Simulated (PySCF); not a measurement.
Correlation energy of As⁺ (arsenic, charge +1)

[Ar] 3d10 4s2 4p2, high-spin 3P determinant. Calculation: PySCF 2.14, in def2-TZVP (6s5p4d1f, 48 functions); the non-relativistic Hamiltonian (point nucleus). Frozen: [Ar] 3d10; 4 electrons correlated.

MP2 pair energies summed by pair of shells (mhartree):

```csv
pair,energy,share (%)
4s-4p,-33.57,61.9
4s-4s,-15.40,28.4
4p-4p,-5.29,9.7
```

Total MP2 correlation energy: -54.25 mhartree.

Same-spin part -8.94 and opposite-spin part -45.32 mhartree; SCS-MP2 scales them by 1/3 and 6/5 to -57.36 mhartree.

| level | correlation energy (mhartree) |
| --- | --- |
| CCSD | -69.78 |
| (T) | -1.70 |
| CCSD(T) | -71.48 |

Diagnostics: T1 = 0.0076, D1 = 0.0203, largest double amplitude 0.096.

Cost of the coupled-cluster step: 0.54 s of wall time on 1 thread of Neoverse-V2 (shared host), for 4 correlated electrons.
